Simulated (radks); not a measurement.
The gallium ion Ga2+ inside a hard spherical wall (all orbitals vanish at R), configuration held at [Ar] 3d10 4s1 and not refilled when levels cross. Calculated with a radial shooting solver on a logarithmic mesh with Libxc functionals: non-relativistic Kohn-Sham, PBEsol, spin-polarised, spherical densities, point nucleus; open shells are filled with parallel spins first. Eigenvalues in eV for spin up, with the zero of energy where the potential of the charges vanishes at infinity; a dash marks a level that is unbound or too diffuse for the functional's potential to be trusted. A positive occupied level is held by the wall or, in an anion where self-interaction has pushed it up, behind a barrier. The pressure on the wall is -dE/dV.

R (bohr)  E (hartree)  kinetic (hartree)    e(3s)    e(3p)    e(3d)    e(4s)  e(4p, empty)  e(5s, empty)  pressure (GPa)
free      -1922.16394           1920.760  -163.16  -117.77  -39.941  -26.281       -18.228             -               0
20        -1922.16394           1920.760  -163.16  -117.77  -39.941  -26.281       -18.228             -        < 0.0001
15        -1922.16394           1920.760  -163.16  -117.77  -39.941  -26.281       -18.228             -        < 0.0001
12        -1922.16394           1920.760  -163.16  -117.77  -39.941  -26.281       -18.228             -        < 0.0001
7         -1922.16388           1920.761  -163.16  -117.77  -39.937  -26.277       -18.207        -7.830         0.00688
5         -1922.15888           1920.807  -163.00  -117.61  -39.790  -26.061       -17.647        -0.590           0.982
2.5       -1921.34951           1924.477  -155.81  -110.51  -32.616   -6.659         8.177        107.02             682
1.5       -1910.90136           1963.421  -116.02  -69.525   13.755   140.97        164.78        530.05           37500
